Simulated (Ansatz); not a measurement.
One change: `C[N](C)[Hf]([F])([Cl])[SeH]` becomes `[OH][Hf]([F])([Cl])[SeH]`.

Ansatz, PBE0-D4/def2-TZVP geometries, multiplicity 1. Each molecule was computed in one conformer, which needn't be the lowest.

Elements past krypton have def2 core potentials. Scalar relativity is left out up to krypton.

```
                                        property  `C[N](C)[Hf]([F])([Cl])[SeH]`
  size of the dipole moment (PBE/def2-TZVPP) / D                           2.85
              HOMO energy (PBE0/def2-TZVPP) / eV                          -7.17
           HOMO energy (ωB97M-V/def2-TZVPP) / eV                          -9.30
           LUMO energy (ωB97M-V/def2-TZVPP) / eV                           0.93
            HOMO–LUMO gap (PBE0/def2-TZVPP) / eV                           6.07
size of the dipole moment (B3LYP/def2-TZVPP) / D                           2.82
```

Question: Give the same properties after the change, and the shifts. (Estimate.)

Answer: Computed: 
```json
{"property": "size of the dipole moment (PBE/def2-TZVPP) / D", "`[OH][Hf]([F])([Cl])[SeH]`": "2.35", "shift": "-0.50"}
{"property": "HOMO energy (PBE0/def2-TZVPP) / eV", "`[OH][Hf]([F])([Cl])[SeH]`": "-7.39", "shift": "-0.22"}
{"property": "HOMO energy (ωB97M-V/def2-TZVPP) / eV", "`[OH][Hf]([F])([Cl])[SeH]`": "-9.49", "shift": "-0.19"}
{"property": "LUMO energy (ωB97M-V/def2-TZVPP) / eV", "`[OH][Hf]([F])([Cl])[SeH]`": "0.72", "shift": "-0.21"}
{"property": "HOMO–LUMO gap (PBE0/def2-TZVPP) / eV", "`[OH][Hf]([F])([Cl])[SeH]`": "6.24", "shift": "0.17"}
{"property": "size of the dipole moment (B3LYP/def2-TZVPP) / D", "`[OH][Hf]([F])([Cl])[SeH]`": "2.38", "shift": "-0.44"}
```

With PBE0 the HOMO falls by 0.22 eV and the LUMO falls by 0.06 eV, so the gap widens by about 0.16 eV. PBE moves the HOMO by -0.23 eV and ωB97M-V by -0.19 eV. Dipoles are sizes alone; their direction can turn.

B3LYP here is the variant with VWN-RPA as its local correlation; programs differ in this.

Spin–orbit coupling is left out; it splits and shifts lone-pair levels of the heavy atoms by tenths of an eV.
